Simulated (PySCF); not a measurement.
Species: C6H4NP.
SMILES with atom numbers: `[N:1]#[C:2][c:3]1[cH:4][cH:5][p:6][cH:7][cH:8]1` (hydrogens: H9 on C4; H10 on C5; H11 on C7; H12 on C8)

Structure used (GFN2-xTB), in Å, numbered top down from 1:
```
atom  x, y, z in Å
N1     3.1147   -1.2670   -0.1974
C2     2.0542   -0.8353   -0.1308
C3     0.7473   -0.3037   -0.0488
C4    -0.3322   -1.1880    0.0234
C5    -1.6392   -0.7704    0.1063
P6    -2.1734    0.8835    0.1315
C7    -0.6407    1.6974    0.0308
C8     0.5874    1.0843   -0.0431
H9    -0.1150   -2.2488    0.0135
H10   -2.4125   -1.5265    0.1606
H11   -0.6702    2.7799    0.0281
H12    1.4807    1.6939   -0.1002
```

The closed-shell SCF was solved with PySCF and density fitting under several settings on one GFN2-xTB geometry (grid level 2 and gas phase unless stated).

```
                                                   settings  basis functions  SCF cycles     E (Eh)  HOMO (eV)  LUMO (eV)  dipole (D)
                                              PBE0/pcSseg-1              163          14  -626.6020      -7.73      -2.59        3.01
                                             PBE0/def2-SVPD              196          14  -626.3481      -7.70      -2.57        3.12
                              HF/pcSseg-1, start guess atom              163          13  -624.6289      -9.42       0.58        3.26
                                              PW91/pcSseg-1              163          16  -626.9635      -6.85      -3.35        2.92
PW91/pcSseg-0, grid level 1, fitting basis def2-qzvpp-jkfit               84          11  -626.0057      -7.02      -3.36        2.53
```

Task: Estimate the rows for these settings: (1) OLYP/pcSseg-1, IEF-PCM chloroform; (2) OPBE/MINI, damping 0.2 at the start, DIIS from the seventh cycle; (3) PBE0/3-21G, level shift 0.3 Eh.

Result: 
| settings | basis functions | SCF cycles | E (Eh) | HOMO (eV) | LUMO (eV) | dipole (D) |
| --- | --- | --- | --- | --- | --- | --- |
| OLYP/pcSseg-1, IEF-PCM chloroform | 163 | 16 | -626.9959 | -6.44 | -2.91 | 3.53 |
| OPBE/MINI, damping 0.2 at the start, DIIS from the seventh cycle | 48 | 22 | -622.9205 | -8.82 | -5.15 | 2.99 |
| PBE0/3-21G, level shift 0.3 Eh | 84 | 14 | -623.3341 | -7.61 | -2.29 | 2.32 |

Task: Over all rows, what range does the HOMO–LUMO gap span?

Result: From 3.50 eV (PW91/pcSseg-1) to 10.00 eV (HF/pcSseg-1, start guess atom). The functional of the narrowest has no exact exchange, that of the widest 100 % exact exchange.

Task: And the dipole moment?

Result: From 2.32 D (PBE0/3-21G, level shift 0.3 Eh) to 3.53 D (OLYP/pcSseg-1, IEF-PCM chloroform); the largest is 1.52 times the smallest, and the median is 3.00 D.

Task: Compare two rows with the functional PBE0: PBE0/3-21G, level shift 0.3 Eh and PBE0/def2-SVPD. Which energy is lower, and by how much?

Result: PBE0/def2-SVPD (196 functions) lies 3.0140 Eh or 1891 kcal/mol below PBE0/3-21G, level shift 0.3 Eh (84 functions).

Cycle counts include a coarse-grid stage where the run had one. The species at its GFN2-xTB geometry.
